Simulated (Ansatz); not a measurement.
`C[SiH2][Al]1[CH2][SiH2]1` + H₂S → `[SH][Al]1[CH2][SiH2]1` + `C[SiH3]`  (cleavage of the Al–Si bond)

Gas-phase electronic energies from Ansatz, PBE0-D4/def2-TZVP geometries. CCSD(T)/CBS is the MP2 limit (def2-TZVPP, def2-QZVPP) plus CCSD(T) − MP2 in def2-TZVPP, frozen cores. This one scheme is used for every species. DFT in def2-TZVPP. B3LYP here is the variant with VWN-RPA as its local correlation; programs differ in this. One conformer a species, not always the lowest.

`C[SiH2][Al]1[CH2][SiH2]1`:

```xyz
14

C    -0.661   -2.469   -1.555
Si   -0.118   -0.682   -1.759
Al    0.156    0.520    0.356
C     0.499    2.308    1.094
Si    0.348    1.138    2.606
H    -1.631   -2.525   -1.056
H    -0.748   -2.958   -2.528
H     0.059   -3.026   -0.953
H    -1.098    0.055   -2.610
H     1.194   -0.628   -2.472
H    -0.239    3.109    1.017
H     1.497    2.725    0.939
H    -0.830    1.412    3.474
H     1.573    1.022    3.444
```

H₂S:

Cartesian coordinates in Å:
```
S -0.205 -0.579 0.077
H 1.013 -0.035 -0.058
H -0.808 0.615 -0.019
```

`[SH][Al]1[CH2][SiH2]1`:

Z-matrix (Å, degrees):
```
C
Al 1 1.943
Si 1 1.935 2 73.5
H 1 1.096 2 112.5 3 -107.0
H 1 1.090 2 127.7 3 112.9
S 2 2.173 1 140.1 3 -178.7
H 3 1.488 1 113.2 2 110.3
H 3 1.488 1 117.1 2 -120.9
H 6 1.345 2 93.2 1 -177.0
```

`C[SiH3]`:

Cartesian coordinates in Å:
```
C 0.977 -0.130 0.056
Si -0.874 0.116 -0.050
H 1.470 0.249 -0.842
H 1.222 -1.189 0.157
H 1.390 0.398 0.918
H -1.206 1.560 -0.190
H -1.544 -0.398 1.176
H -1.435 -0.606 -1.224
```

```json
{"level": "B3LYP-D4", "ΔE (kJ/mol)": "-105.2"}
{"level": "B2PLYP", "ΔE (kJ/mol)": "-110.2"}
{"level": "B3LYP", "ΔE (kJ/mol)": "-106.8"}
{"level": "CCSD/def2-TZVPP", "ΔE (kJ/mol)": "-105.4"}
```

(1) What does CCSD(T)/CBS give? (Estimate.)

Largest T1 diagnostic among the species: 0.013.

Answers

(1) Computed: -106.0 kJ/mol. The listed levels differ from it by 0.8, -4.2, -0.8, 0.6 kJ/mol.

From PBE to PBE0 (25 % exact exchange), in def2-TZVPP and without D4, ΔE moves by −3.8 kJ/mol.
